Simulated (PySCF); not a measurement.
Calculated NMR parameters of NC(=O)C#CC(F)(F)F

```yaml
Formula: C4H2F3NO
SMILES: NC(=O)C#CC(F)(F)F
Point_group_of_the_computed_structure: Cs
Degrees_of_unsaturation: 3
Carbon_signals: 4
Proton_signals: 2
```

Atom-mapped SMILES (the numbers label the heavy atoms): `[NH2:1][C:2](=[O:3])[C:4]#[C:5][C:6]([F:7])([F:8])[F:9]`; H(Xn) means a hydrogen on atom n. Ha(N1) is cis to the C=O or C=S heteroatom; Hb(N1) is trans to the C=O or C=S heteroatom.

Relativity neglected, no solvent model, a single conformation, rapidly exchanging positions averaged. PBE0/pcSseg-1 with gauge-including orbitals; GFN2-xTB geometry; PySCF 2.14.

Scale: ¹H, ¹³C vs TMS; ¹⁹F vs CFCl3; ¹⁵N against NH3; ¹⁷O vs H2O (reference shieldings calculated alike).

```tsv
carbon	δC, type	δH (multiplicity)	HMBC from (2–3 bonds)	span of the C tensor (ppm)
C2	151.3, C	–	–	160
C4	85.7, C	–	–	246
C5	76.0, C	–	–	228
C6	123.7, C	–	–	14
```

Other nuclei:
| atoms | nucleus | environment | δ (ppm) | σ (ppm) |
| --- | --- | --- | --- | --- |
| Hb(N1) | ¹H | hydrogen on an amide-type nitrogen | 5.31 | 26.40 |
| Ha(N1) | ¹H | hydrogen on an amide-type nitrogen | 4.81 | 26.90 |
| F7/F8/F9 | ¹⁹F | fluorine of a CF3 group | -63.2 | 234.1 |
| N1 | ¹⁵N | amide-type nitrogen | 123.6 | 144.1 |
| O3 | ¹⁷O | amide-type carbonyl oxygen | 445.0 | -108.9 |

- Carbon types of the structure: 4 × C, leaving 2 H on heteroatoms.
- δC 151.3: amide carbonyl carbon; lone-pair donation from the attached heteroatom keeps it upfield of a ketone carbonyl.
- δC 123.7: CF3 carbon; 3 electronegative neighbours deshield it.
- δC 85.7, 76.0: alkyne carbon; the triple bond shields along its axis, which puts it between sp3 and sp2 carbons.
- δH 5.31, 4.81: hydrogen on an amide-type nitrogen; exchangeable; this is the value without hydrogen bonding to other molecules.

The OH or NH signal is concentration- and solvent-dependent in practice; the value given is the gas-phase one. The two substituents on the amide-type nitrogen aren't averaged: C–N rotation is slow on the NMR time scale. Splittings by ¹⁹F in the carbon and heteronuclear signals aren't shown, as no couplings were computed. Shifts are as computed. Against solution values, carbons near 30 ppm lie about +3 ppm off and those near 130 ppm about +5 ppm (rms about the fit 2.1 ppm; single classes can miss by 10 ppm). Of 1328 compounds with measured shifts, 309 miss one by over three times the rms of a fit or turn the order of signals round; such compounds aren't used in these exercises. Signals without a measured value on file couldn't be tested in this way; 1H shifts scatter by 0.2 ppm about their fit, and single ones miss by 0.5 ppm. Hydrogen bonding in solution shields acid and N–H amide carbonyl oxygens by tens of ppm. The C=O carbon of an acid or of an amide with N–H lies up to 10 ppm further downfield in solution, through hydrogen bonding that the calculation lacks. Unscaled 19F shifts against computed CFCl3 carry errors that often reach 10 to 50 ppm. Unscaled 17O shifts of doubly bonded oxygen tend to come out too high, by tens of ppm or more. Experimental scales use liquid or dissolved standards, which lie at an offset from isolated NH3 (liquid NH3: subtract about 20 ppm) and H2O (liquid H2O: subtract about 36 ppm).
